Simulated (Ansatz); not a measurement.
The same group exchange along the group O, S, Se.

Program: Ansatz. Geometries: PBE0-D4/def2-TZVP. ΔE: electronic, gas phase. CBS: MP2 limit from def2 TZ/QZ plus the TZ coupled-cluster correction, frozen cores. This one scheme is used for every species. DFT in def2-TZVPP. For Se outer-core shells are correlated without core-valence functions, which leaves a few kJ/mol of doubt a bond. Scalar relativity is left out up to krypton. One conformer a species, not always the lowest.

```csv
reaction,PBE-D4 (eV),CCSD(T)/CBS(def2) (eV)
`COB[SiH3]` + `[SiH3]Cl` → `[SiH3]B[SiH2]Cl` + CH₃OH,1.59,1.66
`CSB[SiH3]` + `[SiH3]Cl` → `[SiH3]B[SiH2]Cl` + CH₃SH,1.35,1.35
`C[Se]B[SiH3]` + `[SiH3]Cl` → `[SiH3]B[SiH2]Cl` + `C[SeH]`,1.27,1.31
```

Largest T1 diagnostic: 0.015, for `CSB[SiH3]`.
